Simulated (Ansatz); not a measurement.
Consider the redistribution: `O[SiH](O)O` + `BS[SiH3]` → `O[SiH](O)S[SiH3]` + `BO`.

Calculated with Ansatz (gas phase, PBE0-D4/def2-TZVP geometries, no zero-point term in ΔE). CCSD(T)/CBS adds triple-zeta CCSD(T) − MP2 to the extrapolated MP2 energy (def2 sets, frozen cores). This one scheme is used for every species. Functionals use def2-TZVPP. B3LYP here is the variant with VWN-RPA as its local correlation; programs differ in this. HSE06 is defined as in plane-wave codes. One conformer a species, not always the lowest.

| level | ΔE (kJ/mol) | difference from CCSD(T)/CBS |
| --- | --- | --- |
| PBE0-D4 | -10.2 | -6.7 |
| B3LYP-D4 | -8.1 | -4.6 |
| CAM-B3LYP-D4 | -5.9 | -2.4 |
| ωB97X-V | -7.2 | -3.7 |
| B2PLYP | -2.4 | 1.1 |
| revPBE | -8.9 | -5.4 |
| B3LYP | -2.4 | 1.1 |
| r2SCANh | -3.8 | -0.3 |
| r2SCAN0 | -3.1 | 0.4 |
| HSE06 | -7.0 | -3.5 |
| CAM-B3LYP | -2.1 | 1.4 |
| RPA@PBE/def2-TZVPP | -2.3 | 1.2 |
| MP2/def2-SVP | -20.5 | -17.0 |
| CCSD/def2-SVP | -18.4 | -14.9 |
| SCS-MP2/def2-QZVPP | -3.4 | 0.1 |
| MP2/CBS(def2) | -5.0 | -1.5 |
| CCSD(T)/CBS | -3.5 | 0 |

Largest T1 diagnostic among the species: 0.014.

The D4 term adds −5.7 kJ/mol with B3LYP and −3.4 kJ/mol with PBE0; it sums over pairs of atoms, weighted by their polarisabilities, and B3LYP, whose exchange is more repulsive, gets the larger term. From BLYP to BHLYP (50 % exact exchange), in def2-TZVPP and without D4, ΔE moves by +3.7 kJ/mol. In def2-TZVPP, CCSD(T) changes the Hartree–Fock value by −4.1 kJ/mol (the triples alone add −1.3 kJ/mol) and MP2 by −5.6 kJ/mol.
